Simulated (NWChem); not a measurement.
System: CH$_{4}$F$_{3}$NSi; SMILES [Si](F)(F)(F)NC

```xyz
10

C     -0.0801     2.3855     0.0733
N      0.6680     1.1470     0.1323
Si     0.0311    -0.4025     0.0014
F     -0.6760    -0.9924     1.3161
F      1.2070    -1.4267    -0.3604
F     -1.1079    -0.4436    -1.1249
H     -0.2455     2.8387     1.0663
H     -1.0657     2.2028    -0.3790
H      0.4282     3.1270    -0.5637
H      1.6476     1.2411     0.3743
```
Atoms are numbered in this order, from 1.

All runs: NWChem. Structure relaxed at the PBE0/def2-SVP level. Level: PBE0/def2-SVP with SMD (1 M gas to 1 M solution), gas-phase geometry. Reactions with the solvent are ignored.

### Question
Estimate the computed values for solvent toluene. Quantities: solvation free energy (kcal/mol); cavity-dispersion-structure term (kcal/mol); dipole in solution (D).

### Answer
```json
{
  "solvation free energy (kcal/mol)": "-2.9",
  "cavity-dispersion-structure term (kcal/mol)": "0.2",
  "dipole in solution (D)": "3.44"
}
```
